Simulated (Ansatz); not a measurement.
`[BH2][GeH2][CH2][SiH3]` + `CC(C)(F)S` → `[SiH3][CH2][GeH2][SH]` + `BC(C)(C)F`  (formal exchange of groups at a Ge–B bond)

Computed with Ansatz on PBE0-D4/def2-TZVP structures; ΔE is electronic, products minus reactants. CCSD(T)/CBS adds triple-zeta CCSD(T) − MP2 to the extrapolated MP2 energy (def2 sets, frozen cores). Functionals use def2-TZVPP. For Ge outer-core shells are correlated without core-valence functions, which leaves a few kJ/mol of doubt a bond. Scalar relativity is left out up to krypton. Each species was taken in one conformer, which may not be the lowest.

```tsv
level	ΔE (eV)
PBE	-1.02
CCSD/CBS(def2)	-1.04
```

Question: What does CCSD(T)/CBS give? (Best estimate.)

Answer: Ansatz gave: -1.02 eV. The listed levels differ from it by 0.00, -0.02 eV.

Largest T1 diagnostic among the species: 0.011.

From PBE to PBE0 (25 % exact exchange), in def2-TZVPP and without D4, ΔE moves by −0.04 eV. In def2-TZVPP, CCSD(T) changes the Hartree–Fock value by +0.13 eV (the triples alone add +0.02 eV) and MP2 by +0.08 eV.
